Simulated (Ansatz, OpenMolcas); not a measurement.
C2F5 (SMILES F[C](F)C(F)(F)F): the vertical ionisation energy from total energies

The species is C2F5 (7 atoms), meant as a doublet with charge 0. SMILES: `F[C](F)C(F)(F)F`. The coordinates come from a PBE0-D4/def2-TZVP relaxation.

Both states at this one shape; open shells run unrestricted unless said. 1 Eh = 27.2114 eV.

| level | program | doublet C2F5 (Eh) | singlet [C2F5]+ (Eh) |
| --- | --- | --- | --- |
| UM06-L/cc-pVDZ | OpenMolcas | -575.318316 | -574.946148 |
| UM06-2X/cc-pVDZ | OpenMolcas | -575.205003 | -574.816427 |
| UPBE-QIDH/cc-pVDZ, 7 core orbitals frozen | Ansatz | -574.631511 | -574.242146 |

Question: Work out the vertical ionisation energy at each level.

Answer: 
1. UM06-L/cc-pVDZ: -574.946148 − (-575.318316) = 0.372168 Eh = 10.13 eV.
2. UM06-2X/cc-pVDZ: -574.816427 − (-575.205003) = 0.388576 Eh = 10.57 eV.
3. UPBE-QIDH/cc-pVDZ: -574.242146 − (-574.631511) = 0.389365 Eh = 10.60 eV.

No measured value is set beside it here; the levels span 10.13 to 10.60 eV.
